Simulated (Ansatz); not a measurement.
Reaction (ligand exchange at the In–O bond): `[SiH3][O][InH][Br]` + CH₃OH → `C[O][InH][Br]` + `O[SiH3]`

Computed with Ansatz on PBE0-D4/def2-TZVP structures; ΔE is electronic, products minus reactants. CBS: MP2 limit from def2 TZ/QZ plus the TZ coupled-cluster correction, frozen cores. This one scheme is used for every species. DFT in def2-TZVPP. Elements past krypton have def2 core potentials. For Br, In outer-core shells are correlated without core-valence functions, which leaves a few kJ/mol of doubt a bond. Scalar relativity is left out up to krypton. Each species was taken in one conformer, which may not be the lowest.

Q: Is it downhill or uphill in electronic energy at CCSD(T)/CBS, and by how much? (Estimate.)

A: Ansatz gave: Uphill: ΔE = +20.6 kJ/mol.

Q: What do these levels give: PBE-D4, r2SCAN-D4, ωB97X-V, ωB97M-V, r2SCAN, r2SCANh, BHLYP, MP2/def2-TZVPP, CCSD(T)/def2-TZVPP, HF/CBS(def2), MP2/CBS(def2), CCSD/CBS(def2)? (An estimate is asked.)

A: Ansatz gave: PBE-D4 13.3, r2SCAN-D4 16.8, ωB97X-V 19.8, ωB97M-V 19.7, r2SCAN 16.5, r2SCANh 18.1, BHLYP 21.8, MP2/def2-TZVPP 20.4, CCSD(T)/def2-TZVPP 21.0, HF/CBS(def2) 30.0, MP2/CBS(def2) 20.1, CCSD/CBS(def2) 22.3 kJ/mol.

Largest T1 diagnostic among the species: 0.014.

Leaving LDA and LC-ωPBE aside and taking each functional with its dispersion term where it has one, the values, not all of them listed here, spread over 11.3 kJ/mol, from PBE-D4 to BHLYP-D4. LDA lies −3.5 kJ/mol from PBE without D4. At CCSD(T), def2-SVP lies +4.0 kJ/mol from the extrapolated value and def2-TZVPP +0.3 kJ/mol. From BLYP to BHLYP (50 % exact exchange), in def2-TZVPP and without D4, ΔE moves by +9.4 kJ/mol.
